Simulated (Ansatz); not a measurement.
One change: `O=C=[N][Sn]([Cl])([Cl])[Cl]` becomes `[SH][Sn]([Cl])([Cl])[Cl]`.

Ansatz, PBE0-D4/def2-TZVP geometries, multiplicity 1. Each molecule was computed in one conformer, which needn't be the lowest.

Elements past krypton have def2 core potentials.

| property | `O=C=[N][Sn]([Cl])([Cl])[Cl]` |
| --- | --- |
| HOMO–LUMO gap (PBE0/def2-TZVPP) / eV | 6.27 |
| LUMO energy (PBE/def2-TZVPP) / eV | -3.93 |
| HOMO energy (PBE/def2-TZVPP) / eV | -7.86 |
| HOMO energy (ωB97M-V/def2-TZVPP) / eV | -11.55 |
| HOMO–LUMO gap (PBE/def2-TZVPP) / eV | 3.93 |
| size of the dipole moment (PBE/def2-TZVPP) / D | 0.78 |

(1) What does the change do to each property? (Estimate.)

## Answers

(1) The calculation gave: 
```
                                      property  `[SH][Sn]([Cl])([Cl])[Cl]`  shift
          HOMO–LUMO gap (PBE0/def2-TZVPP) / eV                        5.62  -0.65
             LUMO energy (PBE/def2-TZVPP) / eV                       -3.73   0.20
             HOMO energy (PBE/def2-TZVPP) / eV                       -7.19   0.67
         HOMO energy (ωB97M-V/def2-TZVPP) / eV                      -10.69   0.86
           HOMO–LUMO gap (PBE/def2-TZVPP) / eV                        3.46  -0.47
size of the dipole moment (PBE/def2-TZVPP) / D                        1.68   0.90
```

With PBE0 the HOMO rises by 0.82 eV and the LUMO rises by 0.17 eV, so the gap narrows by about 0.65 eV. PBE moves the HOMO by 0.67 eV and ωB97M-V by 0.86 eV. Dipoles are sizes alone; their direction can turn.
